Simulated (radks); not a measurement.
Values are calculated unless marked as measured or tabulated.
Question: The mean radii <r> (bohr) of the occupied orbitals of an atom or ion are listed with their occupations. Code: a radial shooting solver on a logarithmic mesh with Libxc functionals. Model: scalar-relativistic Kohn-Sham, PBE, spin-unpolarised, spherical densities, point nucleus.

orbital  occ.      <r>
1s          2  0.02190
2s          2  0.09328
2p          6  0.08237
3s          2   0.2444
3p          6   0.2430
3d         10   0.2212
4s          2   0.5528
4p          6   0.5851
4d         10   0.6359
5s          2    1.331
5p          6    1.551
4f          7   0.8611
5d          1    2.368

Name the element and its charge.

Answer: Z = 64, gadolinium, charge +2: Gd2+ in [Xe] 4f7 5d1. The 1s radius gives Z: for a bare nucleus <r> = (2 gamma + 1)/(2Z) with gamma = sqrt(1 - (Z/c)^2), 0.02163 bohr for Z = 64, and screening makes it slightly larger (0.02190 here). The occupations add up to 62, and the charge is Z minus that.
